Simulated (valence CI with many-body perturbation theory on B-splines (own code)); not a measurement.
**In34+: input, log and results**

Calculated by valence CI with perturbative core correlation (CI+MBPT): five valence electrons over a frozen Dirac-Fock core [Ne], a basis of 6 s, 6 p, 5 d, 3 f, 1 g functions for each j, with the one-electron correlation potential Σ1 (screened to all orders), the two-electron term Σ2, the three-electron term Σ3, Breit, model QED; selected single and double excitations, second order for the rest, scaled by the run's own slope (own B-spline code, finite nucleus).

Command, and the settings that its task file holds:

```sh
python run_cv.py task.json out
```

```
atom In  Z=49  mass_number=115  rms_radius_fm=4.6156
core [Ne]
valence 3s2 3p3
avg = 1
basis = S
breit = 1
cap = 10000
capref = 1200
cscale = 1
de = 0.0
dress = 0
eps = 2e-08
extrap = 1
h = 0.27
hh = 1
l2 = 3
lcore = 6
maxit = 60
n2 = 5
natural = 1
nlev = 20
nno = [3, 3, 3, 2, 1]
nroot = 26
nsp = [3, 3, 2, 1, 0]
pt2 = 1
qed = 1
rpa = 0
s1 = 1
s2 = 1
s3 = 1
screen = 1
tol = 2e-05
whole = 1
```

It took 20 s on 1 thread of Intel(R) Xeon(R) Platinum 8559C (Emerald Rapids), with other jobs on the host.

Log. The first blocks belong to the next ion, which gives the ionisation energy. Fields: 2J, parity (1 odd), roots, reference size, generating configurations, candidates as configurations/state functions, variational space P, stored matrix elements, Davidson steps; e2 is the range of second-order energies in hartree. The first line gives the box (bohr), its intervals, the orbitals and the steps of their self-consistent field. Window is the range of levels sought, series limit the energy at which the first omitted orbital would enter, core excitation an estimate of the first excitation out of the core, left out the lowest levels not solved, and shifts from estimates the range by which levels moved from their first estimate, all in cm⁻¹.

```
rmax 2.4 intervals 57 orbitals 36 references ['3s2 3p3', '3s 3p4', '3s2 3p2 3d', '3p5', '3s 3p3 3d'] scf 4 t 0.6
2J=0 par=0 roots 2 ref 24 generators 8 cand 704/968 P 724/992 nnz 0 it 0
2J=0 par=0 roots 2 ref 24 generators 12 cand 1470/2395 P 2194/3387 nnz 8.9e+05 it 5
   second order: generators 18 cand 3509/6457 e2 -0.00002 -0.00001
reference levels 559, estimated 49, window 1614213 1/cm; series limit 12009438, core excitation 27101397
2J=3 par=1 roots 4 ref 66 generators 16 cand 276/1009 P 916/3541 nnz 1.6e+06 it 4
2J=3 par=1 roots 4 ref 66 generators 28 cand 1046/6335 P 1962/9876 nnz 9.4e+06 it 8
   second order: generators 35 cand 11546/150886 e2 -0.00718 -0.00051
2J=5 par=1 roots 2 ref 65 generators 10 cand 214/970 P 783/3547 nnz 1.7e+06 it 5
2J=5 par=1 roots 2 ref 65 generators 22 cand 1000/6410 P 1783/9957 nnz 9.5e+06 it 8
   second order: generators 27 cand 10358/154805 e2 -0.00761 -0.00109
2J=1 par=1 roots 2 ref 41 generators 12 cand 255/989 P 1104/3543 nnz 1.4e+06 it 5
2J=1 par=1 roots 2 ref 41 generators 19 cand 1512/6343 P 2616/9886 nnz 7.5e+06 it 8
   second order: generators 27 cand 9248/69379 e2 -0.00183 -0.00039
2J=5 par=0 roots 7 ref 74 generators 18 cand 247/1014 P 882/3588 nnz 1.6e+06 it 8
2J=5 par=0 roots 7 ref 74 generators 26 cand 973/6411 P 1855/9999 nnz 8.9e+06 it 10
   second order: generators 38 cand 12391/165290 e2 -0.00573 -0.00333
2J=3 par=0 roots 7 ref 71 generators 18 cand 221/992 P 926/3563 nnz 1.5e+06 it 7
2J=3 par=0 roots 7 ref 71 generators 28 cand 1040/6332 P 1966/9895 nnz 8.4e+06 it 10
   second order: generators 40 cand 12193/139616 e2 -0.00489 -0.00315
2J=1 par=0 roots 5 ref 44 generators 20 cand 270/995 P 1222/3523 nnz 1.3e+06 it 8
2J=1 par=0 roots 5 ref 44 generators 23 cand 1591/6401 P 2813/9924 nnz 7.2e+06 it 11
   second order: generators 33 cand 10493/74038 e2 -0.00153 -0.00066
2J=7 par=0 roots 4 ref 54 generators 13 cand 207/1012 P 902/3568 nnz 1.6e+06 it 4
2J=7 par=0 roots 4 ref 54 generators 22 cand 788/6386 P 1690/9954 nnz 9.8e+06 it 7
   second order: generators 33 cand 11759/179836 e2 -0.00366 -0.00333
2J=9 par=0 roots 2 ref 34 generators 9 cand 144/881 P 977/3497 nnz 1.5e+06 it 4
2J=9 par=0 roots 2 ref 34 generators 17 cand 868/6485 P 1845/9982 nnz 1e+07 it 6
   second order: generators 25 cand 8885/124893 e2 -0.00205 -0.00197
left out: unestimated 2340158, estimated 1768275, shifts from estimates -15 to 83
operators 0.0
```

The Davidson iterations converged.

The last digits are not significant, and no measured levels were compared; by estimate large intervals hold to a few tenths of a per cent, small ones and those within an open d or f shell to about a per cent. Among the levels kept, up to 1200 cm⁻¹ of a level comes from second order outside the variational space, and about a tenth of that is noise between levels of different J, which matters for small intervals.

| Item | Value |
| --- | --- |
| Valence energy | -444.0574 hartree |
| Ionisation energy | 2190.2 eV (NIST: 2207 ± 8 eV (semi-empirical)) |
| Reference configurations for the orbitals | 3s2 3p3, 3s 3p4, 3s2 3p2 3d, 3p5, 3s 3p3 3d |
| Radial orbitals | 36 |
| Box radius | 2.408 bohr |
| Largest variational space | 9999 |
| Lowest levels | (3s^2 3p1/2^2 3p3/2) J=3/2 0.00, (3s^2 3p1/2 3p3/2^2) J=3/2 43.17, (3s^2 3p1/2 3p3/2^2) J=5/2 50.31, (3s^2 3p1/2 3p3/2^2) J=1/2 59.13, (3s^2 3p3/2^3) J=3/2 103.04, (3s 3p1/2^2 3p3/2^2) J=5/2 131.34, (3s^2 3p1/2^2 3d3/2) J=3/2 132.04, (3s 3p1/2^2 3p3/2^2) J=1/2 151.94, (3s^2 3p1/2^2 3d5/2) J=5/2 153.87, (3s 3p1/2^2 3p3/2^2) J=3/2 154.15, (3s^2 3p1/2 3p3/2 3d3/2) J=3/2 [a] 175.83, (3s^2 3p1/2 3p3/2 3d3/2) J=5/2 [a] 176.07, (3s^2 3p1/2 3p3/2 3d3/2) J=1/2 [a] 176.98, (3s 3p1/2 3p3/2^3) J=3/2 177.95 eV |

Levels are named by their leading jj configuration (3d3/2^4 stands for four electrons in 3d with j = 3/2), which in mixed levels can hold well under half, so a name can repeat and another be missing. Letters in brackets count levels of one name in rising energy.
